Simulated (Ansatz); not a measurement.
Species: H8N4Si, SMILES `N[Si](N)(N)N` (charge 0, multiplicity 1).

### Question
Give a relaxed geometry from B3LYP-D3(BJ)/def2-TZVP (Ansatz, a quantum-chemistry and plane-wave program).

### Answer
Several could match; the one computed here: the end point of this relaxation, one of several conformers (outside a Z-matrix the atoms follow the SMILES, hydrogens last).
Z-matrix (Å, degrees):
```
Si
N 1 1.7195
H 2 1.0073 1 120.45
H 2 1.0078 3 111.49 1 -149.51
N 1 1.7195 2 102.47 3 167.14
H 5 1.0073 1 120.45 2 167.14
H 5 1.0078 6 111.49 1 -149.51
N 1 1.7196 2 113.08 3 45.08
H 8 1.0073 1 120.45 2 70.78
H 8 1.0078 9 111.49 1 149.47
N 1 1.7196 2 113.09 3 -70.81
H 11 1.0073 1 120.45 2 -45.12
H 11 1.0078 12 111.49 1 149.47
```
